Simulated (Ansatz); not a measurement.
Reaction (substitution at a C–Si bond): `C[SiH](S)CCl` + `C[NH][AlH][NH2]` → `C[N](C)[AlH][NH2]` + `S[SiH2]CCl`

Program: Ansatz. Geometries: PBE0-D4/def2-TZVP. ΔE: electronic, gas phase. CCSD(T)/CBS is the MP2 limit (def2-TZVPP, def2-QZVPP) plus CCSD(T) − MP2 in def2-TZVPP, frozen cores. Functionals use def2-TZVPP. B3LYP here is the variant with VWN-RPA as its local correlation; programs differ in this. One conformer a species, not always the lowest.

`C[SiH](S)CCl`:

Z-matrix (Å, degrees):
```
C
Si 1 1.864
H 1 1.092 2 111.1
H 1 1.092 2 110.6 3 -120.1
H 1 1.093 2 110.6 3 120.4
S 2 2.135 1 107.1 3 59.3
C 2 1.886 1 110.5 3 -60.3
H 2 1.486 1 111.3 3 -179.1
H 6 1.345 2 93.6 1 -174.4
Cl 7 1.786 2 110.0 1 179.7
H 7 1.090 2 111.8 1 60.3
H 7 1.092 2 111.4 1 -61.6
```

`C[NH][AlH][NH2]`:

Z-matrix (Å, degrees):
```
C
N 1 1.445
H 1 1.097 2 112.6
H 1 1.097 2 112.6 3 121.8
H 1 1.093 2 110.2 3 -119.1
Al 2 1.771 1 129.3 3 118.4
H 2 1.009 1 112.0 3 -61.4
N 6 1.770 2 120.2 1 0.0
H 6 1.580 2 119.6 1 179.9
H 8 1.007 6 123.3 2 179.8
H 8 1.006 6 126.7 2 -0.2
```

`C[N](C)[AlH][NH2]`:

```xyz
14

C     0.428    0.218   -1.413
N     0.279   -0.363   -0.105
C     1.015   -1.594    0.036
Al   -0.694    0.328    1.209
N    -1.582    1.840    0.969
H    -0.134    1.151   -1.496
H     0.067   -0.456   -2.204
H     1.480    0.447   -1.641
H     0.885   -2.010    1.039
H     2.093   -1.446   -0.126
H     0.681   -2.355   -0.685
H    -0.759   -0.422    2.598
H    -1.616    2.397    0.132
H    -2.143    2.266    1.688
```

`S[SiH2]CCl`:

Cartesian coordinates in Å:
```
S 1.105 1.284 -1.596
Si -0.487 0.464 -0.425
C 0.112 -0.980 0.620
Cl -1.283 -1.610 1.542
H 1.728 1.850 -0.549
H -1.485 -0.021 -1.406
H -1.073 1.488 0.472
H 0.879 -0.684 1.336
H 0.504 -1.790 0.006
```

```tsv
level	ΔE (eV)
PBE0-D4	0.80
B3LYP	0.76
MP2/def2-TZVPP	0.82
SCS-MP2/def2-TZVPP	0.77
```

Problem. What does CCSD(T)/CBS give? (An estimate is asked.)

Solution. Computed: +0.82 eV. The listed levels differ from it by -0.02, -0.06, 0.00, -0.05 eV.

Largest T1 diagnostic among the species: 0.011.

In def2-TZVPP, CCSD(T) changes the Hartree–Fock value by +0.03 eV (the triples alone add −0.00 eV) and MP2 by +0.08 eV.
